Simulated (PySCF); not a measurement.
C₅H₇BO, SMILES OB(C#CC)C=C.

Geometry optimised at PBE0-D3(BJ)/def2-SVP. The structure was generated by enumeration, and PubChem lists no compound with its InChIKey, so it may never have been made. Other conformers were not sampled.

The numbers are results of PBE0-D3(BJ)/def2-SVP (PySCF), not measurements.

Harmonic, unscaled wavenumbers; measured fundamentals usually lie a few per cent lower.

A small imaginary wavenumber (i) marks a very flat motion, where grid noise or a shallow saddle decides the sign.

Computed harmonic wavenumbers and intensities:
```json
[
 {"mode": "1", "ν (cm⁻¹)": "12i", "IR (km/mol)": "0.1", "moving atoms (share of kinetic energy)": "H 96 %"},
 {"mode": "2", "ν (cm⁻¹)": "64", "IR (km/mol)": "2.8", "moving atoms (share of kinetic energy)": "C 59 %, H 34 %"},
 {"mode": "3", "ν (cm⁻¹)": "85", "IR (km/mol)": "1.0", "moving atoms (share of kinetic energy)": "C 60 %, H 22 %, O 12 %"},
 {"mode": "4", "ν (cm⁻¹)": "146", "IR (km/mol)": "0.4", "moving atoms (share of kinetic energy)": "C 71 %, H 19 %, O 10 %"},
 {"mode": "5", "ν (cm⁻¹)": "223", "IR (km/mol)": "0.3", "moving atoms (share of kinetic energy)": "C 39 %, O 36 %, H 22 %"},
 {"mode": "6", "ν (cm⁻¹)": "311", "IR (km/mol)": "10.2", "moving atoms (share of kinetic energy)": "C 66 %, H 21 %, O 11 %"},
 {"mode": "7", "ν (cm⁻¹)": "382", "IR (km/mol)": "0.6", "moving atoms (share of kinetic energy)": "C 48 %, H 32 %, B 17 %"},
 {"mode": "8", "ν (cm⁻¹)": "394", "IR (km/mol)": "3.7", "moving atoms (share of kinetic energy)": "C 71 %, H 18 %, O 10 %"},
 {"mode": "9", "ν (cm⁻¹)": "456", "IR (km/mol)": "13.2", "moving atoms (share of kinetic energy)": "H 52 %, C 40 %"},
 {"mode": "10", "ν (cm⁻¹)": "520", "IR (km/mol)": "5.9", "moving atoms (share of kinetic energy)": "C 80 %, H 9 %, O 9 %"},
 {"mode": "11", "ν (cm⁻¹)": "613", "IR (km/mol)": "78.6", "moving atoms (share of kinetic energy)": "H 86 %"},
 {"mode": "12", "ν (cm⁻¹)": "668", "IR (km/mol)": "8.8", "moving atoms (share of kinetic energy)": "C 40 %, O 28 %, H 20 %, B 12 %"},
 {"mode": "13", "ν (cm⁻¹)": "727", "IR (km/mol)": "61.8", "moving atoms (share of kinetic energy)": "B 54 %, C 23 %, H 19 %"},
 {"mode": "14", "ν (cm⁻¹)": "909", "IR (km/mol)": "77.0", "moving atoms (share of kinetic energy)": "H 46 %, C 29 %, B 24 %"},
 {"mode": "15", "ν (cm⁻¹)": "1010", "IR (km/mol)": "28.6", "moving atoms (share of kinetic energy)": "H 72 %, C 28 %"},
 {"mode": "16", "ν (cm⁻¹)": "1020", "IR (km/mol)": "11.6", "moving atoms (share of kinetic energy)": "H 71 %, C 22 %"},
 {"mode": "17", "ν (cm⁻¹)": "1025", "IR (km/mol)": "4.8", "moving atoms (share of kinetic energy)": "H 67 %, C 31 %"},
 {"mode": "18", "ν (cm⁻¹)": "1030", "IR (km/mol)": "2.7", "moving atoms (share of kinetic energy)": "H 68 %, C 32 %"},
 {"mode": "19", "ν (cm⁻¹)": "1055", "IR (km/mol)": "12.5", "moving atoms (share of kinetic energy)": "H 91 %, C 9 %"},
 {"mode": "20", "ν (cm⁻¹)": "1074", "IR (km/mol)": "87.9", "moving atoms (share of kinetic energy)": "H 50 %, C 39 %, O 10 %"},
 {"mode": "21", "ν (cm⁻¹)": "1237", "IR (km/mol)": "185.6", "moving atoms (share of kinetic energy)": "H 45 %, B 31 %, C 23 %"},
 {"mode": "22", "ν (cm⁻¹)": "1314", "IR (km/mol)": "67.8", "moving atoms (share of kinetic energy)": "H 56 %, C 29 %, B 15 %"},
 {"mode": "23", "ν (cm⁻¹)": "1383", "IR (km/mol)": "32.7", "moving atoms (share of kinetic energy)": "H 66 %, C 19 %, B 11 %"},
 {"mode": "24", "ν (cm⁻¹)": "1394", "IR (km/mol)": "216.1", "moving atoms (share of kinetic energy)": "B 50 %, H 20 %, O 16 %, C 14 %"},
 {"mode": "25", "ν (cm⁻¹)": "1435", "IR (km/mol)": "82.7", "moving atoms (share of kinetic energy)": "H 69 %, C 15 %, B 14 %"},
 {"mode": "26", "ν (cm⁻¹)": "1437", "IR (km/mol)": "23.7", "moving atoms (share of kinetic energy)": "H 96 %"},
 {"mode": "27", "ν (cm⁻¹)": "1442", "IR (km/mol)": "10.9", "moving atoms (share of kinetic energy)": "H 97 %"},
 {"mode": "28", "ν (cm⁻¹)": "1698", "IR (km/mol)": "83.9", "moving atoms (share of kinetic energy)": "C 86 %, H 12 %"},
 {"mode": "29", "ν (cm⁻¹)": "2322", "IR (km/mol)": "187.1", "moving atoms (share of kinetic energy)": "C 99 %"},
 {"mode": "30", "ν (cm⁻¹)": "3051", "IR (km/mol)": "13.3", "moving atoms (share of kinetic energy)": "H 97 %"},
 {"mode": "31", "ν (cm⁻¹)": "3144", "IR (km/mol)": "1.8", "moving atoms (share of kinetic energy)": "H 91 %, C 9 %"},
 {"mode": "32", "ν (cm⁻¹)": "3144", "IR (km/mol)": "16.4", "moving atoms (share of kinetic energy)": "H 95 %"},
 {"mode": "33", "ν (cm⁻¹)": "3147", "IR (km/mol)": "1.7", "moving atoms (share of kinetic energy)": "H 91 %, C 9 %"},
 {"mode": "34", "ν (cm⁻¹)": "3177", "IR (km/mol)": "5.9", "moving atoms (share of kinetic energy)": "H 91 %, C 9 %"},
 {"mode": "35", "ν (cm⁻¹)": "3245", "IR (km/mol)": "5.9", "moving atoms (share of kinetic energy)": "H 89 %, C 11 %"},
 {"mode": "36", "ν (cm⁻¹)": "3911", "IR (km/mol)": "84.5", "moving atoms (share of kinetic energy)": "H 94 %"}
]
```
